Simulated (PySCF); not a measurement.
**KSb: from constants to spectrum**

ROHF-CCSD(T) constants of KSb, ³Σ⁻ (triplet), unpaired electrons π ↑↑ (K x2c-SVPall, Sb x2c-SVPall; spin-free X2C with a Gaussian nucleus (PySCF 2.14); masses 38.9637 and 120.9038 u):

| Item | Value |
| --- | --- |
| ωe | 135.6 cm⁻¹ |
| ωexe | 0.413 cm⁻¹ |
| Be | 0.04927 cm⁻¹ |
| αe | 0.000226 cm⁻¹ |
| D (centrifugal) | 2.6e-08 cm⁻¹ |
| De to K + Sb | 0.74 eV |

(1) Give the vibrational terms G(v) and spacings up to v = 3.

(2) How well does the Morse estimate ωe²/(4ωexe) reproduce De, and what is D0?

Correlated steps freeze 23 core orbitals. Correlated levels converge slowly with the basis: in double zeta they bind strong bonds too weakly, by up to about 1 eV, and carry superposition errors of some tenths. Spin–orbit coupling is left out, which matters for elements this heavy, above all for dissociation energies. The state was picked by a PBE0 search and need not be the measured ground state.

## Answers

(1) G(v) = ωe(v+½) − ωexe(v+½)².

```csv
v,G(v) (cm⁻¹),G(v) − G(v−1),Bv (cm⁻¹)
0,67.7,,0.04916
1,202.5,134.8,0.04893
2,336.4,133.9,0.04870
3,469.5,133.1,0.04848
```

(2) It gives 1.38 eV, 186 % of the computed De. D0 = De − G(0) = 0.74 − 0.01 = 0.73 eV.
